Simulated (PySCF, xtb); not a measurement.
C₃H₃BO₂, SMILES OB(C#C)C=O.

GFN2-xTB in xtb 6.7.1 at its own geometry gives an orbital gap of 2.97 eV and a dipole moment of 4.43 D.

The structure is a stationary point at PBE0-D3(BJ)/def2-SVP. This is a generated structure with no PubChem entry under its InChIKey; it may be hypothetical. Other conformers were not sampled.

Q: What does PBE/def2-TZVP run with PySCF give? (Estimate from the structure and the level; the computed values follow.)

A: gap 2.03 eV (levels -5.50 and -3.47 eV), dipole 3.43 D.
